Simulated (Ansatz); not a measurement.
C₂H₈Si, charge -1, doublet, geometry from GFN2-xTB (a state made from the parent by changing its charge; the spin is typed, not shown lowest) (a gas-phase anion, which may not be bound at this level); HF/6-31G* in Ansatz (a program for electronic structure).

Ansatz was given this input:
Ansatz 0.2 input:
```yaml
crystal:
  periodic: [false, false, false]
  atoms:
    - {symbol: Si, position_ang: [0.03650831, -0.43358483, -0.36507031]}
    - {symbol: C, position_ang: [1.53191665, 0.70441500, 0.02861198]}
    - {symbol: C, position_ang: [-1.59065940, -0.00589470, 0.55996042]}
    - {symbol: H, position_ang: [0.46723987, -1.52736043, 0.70404476]}
    - {symbol: H, position_ang: [-0.37186829, 0.39533555, -1.65687199]}
    - {symbol: H, position_ang: [1.34621521, 1.75174062, -0.21271162]}
    - {symbol: H, position_ang: [2.39066361, 0.39036358, -0.56581247]}
    - {symbol: H, position_ang: [1.83805842, 0.66049603, 1.07444850]}
    - {symbol: H, position_ang: [-2.37613688, -0.69396699, 0.24532294]}
    - {symbol: H, position_ang: [-1.94958918, 1.00202570, 0.34811396]}
    - {symbol: H, position_ang: [-1.50324253, -0.09956824, 1.64301594]}
basis:
  gaussian:
    orbitals: 6-31G*
hamiltonian:
  xc: hf
total_charge: -1
magnetization: {spin_polarized: true, initial_magnetization: 1}
accuracy: high
```

Task: Predict the main parts of the log of this Ansatz run.

Result: 
```
Functional definition: HF
1580 factors; integrals over basis functions are off by at most 3.5e-9 eV
mean field evaluation 1: about -10045.0960 eV, gradient 1.4e1 eV
mean field evaluation 2: about -10045.1540 eV, gradient 1.4e1 eV
mean field evaluation 4: about -10046.6345 eV, gradient 1.1e0 eV
mean field evaluation 8: about -10046.6488 eV, gradient 6.7e-4 eV
mean field evaluation 16: about -10046.6488 eV, gradient 2.6e-8 eV
mean field -10046.64875418 eV, -369.2075318530 hartree, gradient 2.6e-8 eV, S^2 0.757224; 0 other end points of the search recorded, 0 dependent functions left out
reference -10046.64875418 eV, -369.2075318530 hartree; 18, 17 occupied and 47, 48 virtual orbitals, 1580 factors
Total energy: -10046.64875418 eV, -369.2075318530 hartree
```
